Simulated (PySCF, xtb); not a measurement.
C4H8S2, SMILES C1CSCSC1. The values are those of a single conformer.

Harmonic wavenumbers (cm⁻¹) from GFN2-xTB (xtb 6.7.1) at its own minimum, in rising order: 166, 194, 294, 298, 320, 461, 659, 685, 690, 707, 789, 829, 900, 941, 1010, 1052, 1100, 1119, 1161, 1172, 1207, 1260, 1267, 1334, 1385, 1436, 1445, 1461, 2953, 2956, 2958, 2958, 2992, 3013, 3013, 3037.

Q: What does PBE-D3(BJ)/def2-SVP run with PySCF give at its own minimum? (The exact figures need the calculation; the answer reports its results.)

A: 172, 205, 310, 314, 334, 456, 632, 660, 665, 711, 765, 792, 882, 902, 985, 1042, 1059, 1123, 1139, 1177, 1216, 1247, 1266, 1323, 1347, 1377, 1381, 1395, 2957, 2960, 2963, 2971, 3028, 3048, 3049, 3072. Paired by order, the mean absolute difference is 22 cm⁻¹ and the zero-point energies are 70.4 and 69.9 kcal/mol.
